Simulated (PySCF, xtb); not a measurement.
C₃H₆OS, SMILES C[C@@H]1OCS1.

Harmonic wavenumbers (cm⁻¹) from xtb with GFN2-xTB at its own minimum, in rising order: 60, 186, 276, 412, 565, 693, 777, 881, 925, 1006, 1069, 1092, 1104, 1118, 1170, 1206, 1296, 1388, 1458, 1462, 1471, 2887, 2915, 2940, 3032, 3044, 3049.

Task: What does PBE-D3(BJ)/def2-SVP run with PySCF 2.14.0 give at its own minimum? (The exact figures need the calculation; the answer reports its results.)

Result: 92, 238, 286, 421, 551, 642, 749, 864, 883, 969, 1041, 1068, 1107, 1109, 1187, 1260, 1312, 1340, 1397, 1405, 1460, 2928, 2935, 2971, 2990, 3063, 3088. Paired by order, the mean absolute difference is 30 cm⁻¹ and the zero-point energies are 53.6 and 53.4 kcal/mol.
